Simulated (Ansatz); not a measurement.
An input meant for EuCl₃ (charge 0, septet).

```yaml
crystal:
  periodic: [false, false, false]
  atoms:
    - {symbol: Eu, position_ang: [0.000883, 0.001068, 0.000008]}
    - {symbol: Cl, position_ang: [2.575781, -0.026085, 0.028697]}
    - {symbol: Cl, position_ang: [-1.268725, 2.241505, -0.006971]}
    - {symbol: Cl, position_ang: [-1.307948, -2.216499, -0.021735]}
basis:
  gaussian: {orbitals: ANO-RCC-VTZP, nuclear_model: gaussian}
magnetization: {spin_polarized: true, initial_magnetization: 6}
hamiltonian: {xc: {name: B2PLYP}, dispersion: d4}
scf: {lower_state_search: off}
```

```sh
$ ansatz run in.yaml --threads 4 --pin off --events-out ev --progress --plain --max-ram 8704MiB
```

Shortened log:

```
Error: invalid value for `hamiltonian.dispersion`: no damping is tabulated for this functional; type it, or the functional that lends it
```

Problem. What is wrong with this run?

Solution. The program holds no damping parameters for this pairing of functional and dispersion term, so they'd have to be typed. The program refused the input.
